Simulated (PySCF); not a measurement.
## CH14B3N3

CH14B3N3 is a molecule, neutral, singlet. The structure, one conformer, was relaxed in the gas phase by PBE0-D3(BJ)/def2-SVP. No frequency run checks that it is a minimum.

SMILES: C[BH-]1[NH2+][BH2-][NH2+][BH2-][NH2+]1

Coordinates in Å:
```
N1     -0.151    1.299    0.271
B2      1.046    1.089   -0.732
N3      1.974   -0.039   -0.110
B4      1.247   -1.139    0.780
N5     -0.233   -1.243    0.249
B6     -1.135    0.053    0.458
C7     -2.326    0.107   -0.621
H8      0.200    1.597    1.182
H9     -0.704    2.086   -0.069
H10     0.596    0.678   -1.795
H11     1.681    2.127   -0.871
H12     2.470   -0.483   -0.882
H13     2.707    0.380    0.461
H14     1.824   -2.214    0.669
H15     1.213   -0.744    1.938
H16    -0.685   -2.014    0.739
H17    -0.238   -1.513   -0.737
H18    -1.520    0.038    1.624
H19    -2.978   -0.780   -0.544
H20    -2.983    0.980   -0.465
H21    -1.961    0.156   -1.663
```

Shieldings: GIAO PBE0/pcSseg-1. Shifts are against computed references at the same level: C TMS (σ 184.4 ppm), H TMS (σ 31.27 ppm). Core levels by delta-SCF with SCAN, pcX-2 on the ionised atom and pcseg-1 elsewhere, spin-free X2C; from the vacuum level, for chosen atoms.

Give the NMR and core-level values of the distinct atoms.


```tsv
atoms	bonded to	σ (ppm)	δ (ppm)	core level (eV)
N1 N5	2 B + 2 H	217.4	-	1s 405.96
B2	2 N + 2 H	120.0	-	1s 194.96
N3	2 B + 2 H	228.7	-	1s 406.23
B4	2 N + 2 H	118.3	-	-
B6	1 C + 2 N + 1 H	112.3	-	1s 194.76
C7	1 B + 3 H	179.0	5.4	1s 289.36
H8	1 N	28.94	2.33	-
H9	1 N	30.25	1.02	-
H10	1 B	28.83	2.44	-
H11	1 B	28.69	2.57	-
H12	1 N	29.32	1.95	-
H13	1 N	29.29	1.97	-
H14	1 B	28.59	2.68	-
H15	1 B	28.77	2.50	-
H16	1 N	29.82	1.44	-
H17	1 N	29.70	1.56	-
H18	1 B	28.55	2.72	-
H19 H20 H21	1 C	31.35	-0.09	-
```

Values are those of this one static structure, with the three H of a rotating XH3 group averaged; atoms that internal rotation interchanges would show their mean in an NMR spectrum.

By CAM-B3LYP/def2-SVPD (TDDFT singlets, Tamm-Dancoff triplets, ionisation by delta-SCF), where does absorption start, and what does vertical ionisation take?

The lowest singlet lies at 7.07 eV (f 0.032), the lowest triplet at 6.90 eV; vertical ionisation takes 10.03 eV.
